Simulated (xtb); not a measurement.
CH₃Cd, doublet, from a rough starting geometry (GFN-xTB shapes and energies of metal compounds can be far from the true ones) (the spin is typed, not shown lowest); GFN2-xTB run with xtb.

Input for xtb:
```
$ xtb mol.xyz --gfn 2 --uhf 1 --opt vtight --json

# file mol.xyz
5

Cd    -1.52668839    -0.97061529    -1.19583126
C      0.22975205     0.15578491     0.11995169
H      0.73614377    -0.63952376     0.66722241
H     -0.30479058     0.78520452     0.88634321
H      0.84055587     0.67687205    -0.48372378
```

Question: Write the output that xtb gives for this input, abridged.

Answer: 
```
   ID    Z sym.   atoms
    1   48 Cd     1
    2    6 C      2
    3    1 H      3-5

           -------------------------------------------------
          |                Calculation Setup                |
           -------------------------------------------------

           -------------------------------------------------
          |                 G F N 2 - x T B                 |
           -------------------------------------------------

          ...................................................
          :                      SETUP                      :
          :.................................................:
          :  # basis functions                  11          :
          :  # atomic orbitals                  11          :
          :  # shells                            7          :
          :  # electrons                         9          :
          :  max. iterations                   250          :
          :  Hamiltonian                  GFN2-xTB          :
          :  restarted?                      false          :
          :  GBSA solvation                  false          :
          :  PC potential                    false          :
          :  electronic temp.          300.0000000     K    :
          :  accuracy                    1.0000000          :
          :  -> integral cutoff          0.2500000E+02      :
          :  -> integral neglect         0.1000000E-07      :
          :  -> SCF convergence          0.1000000E-05 Eh   :
          :  -> wf. convergence          0.1000000E-03 e    :
          :  Broyden damping             0.4000000          :
          :  net charge                          0          :
          :  unpaired electrons                  1          :
          ...................................................

 iter      E             dE          RMSdq      gap      omega  full diag
   1     -4.1857403 -0.418574E+01  0.136E+01    4.73       0.0  T
   2     -4.1865168 -0.776485E-03  0.487E+00    5.74       1.0  T
   3     -4.1590537  0.274631E-01  0.649E+00    4.52       1.0  T
   4     -4.2095206 -0.504669E-01  0.735E-01    5.47       1.0  T
   5     -4.2115300 -0.200946E-02  0.197E-01    5.60       1.0  T
   6     -4.2114849  0.451109E-04  0.157E-01    5.55       1.0  T
   7     -4.2115942 -0.109245E-03  0.532E-02    5.58       1.0  T
   8     -4.2116063 -0.120857E-04  0.162E-02    5.57       2.8  T
   9     -4.2116076 -0.128577E-05  0.352E-03    5.57      12.7  T
[...]
         :: total energy              -4.149336331831 Eh    ::
 * total energy  :    -4.1493363 Eh     change       -0.2176037E-12 Eh
 * total energy  :    -4.1544163 Eh     change       -0.5079922E-02 Eh
 * total energy  :    -4.1549277 Eh     change       -0.5114451E-03 Eh
 * total energy  :    -4.1549545 Eh     change       -0.2679651E-04 Eh
 * total energy  :    -4.1549552 Eh     change       -0.7462192E-06 Eh
 * total energy  :    -4.1549554 Eh     change       -0.1999090E-06 Eh
 * total energy  :    -4.1549554 Eh     change       -0.1340680E-08 Eh
   *** GEOMETRY OPTIMIZATION CONVERGED AFTER 7 ITERATIONS ***
         :: total energy              -4.154955443336 Eh    ::
[...]
        10                          0.2679380               7.2910
        11                          0.3671086               9.9895
      -------------------------------------------------------------
                  HL-Gap            0.2054573 Eh            5.5908 eV
             Fermi-level           -0.2303896 Eh           -6.2692 eV

     #   Z          covCN         q      C6AA      α(0)
     1  48 Cd       0.668     0.190   459.769    50.302
     2   6 C        3.442    -0.229    28.279     8.069
     3   1 H        0.925     0.013     2.844     2.637
     4   1 H        0.925     0.013     2.844     2.637
     5   1 H        0.925     0.013     2.844     2.637

 Mol. C6AA /au·bohr⁶  :        986.353187
 Mol. C8AA /au·bohr⁸  :      63134.461420
 Mol. α(0) /au        :         66.282556

Wiberg/Mayer (AO) data.
largest (>0.10) Wiberg bond orders for each atom

 ---------------------------------------------------------------------------
     #   Z sym  total        # sym  WBO       # sym  WBO       # sym  WBO
 ---------------------------------------------------------------------------
     1  48 Cd   0.872 --     2 C    0.743
     2   6 C    3.612 --     5 H    0.956     4 H    0.956     3 H    0.956
                             1 Cd   0.743
     3   1 H    1.000 --     2 C    0.956
     4   1 H    1.000 --     2 C    0.956
     5   1 H    1.000 --     2 C    0.956
 ---------------------------------------------------------------------------

Topologies differ in total number of bonds
Writing topology from bond orders to xtbtopo.mol

molecular dipole:
                 x           y           z       tot (Debye)
 q only:       -0.600      -0.380      -0.474
   full:       -0.562      -0.356      -0.443       2.031
molecular quadrupole (traceless):
                xx          xy          yy          xz          yz          zz
 q only:        0.756       1.453      -0.635       1.816       1.144      -0.121
  q+dip:        1.097       2.117      -0.922       2.643       1.668      -0.175
   full:        0.449       0.856      -0.377       1.072       0.673      -0.072

optimized geometry written to: xtbopt.xyz

           -------------------------------------------------
          | TOTAL ENERGY               -4.154955443336 Eh   |
          | GRADIENT NORM               0.000013120863 Eh/α |
          | HOMO-LUMO GAP               5.590777257647 eV   |
           -------------------------------------------------

normal termination of xtb
```
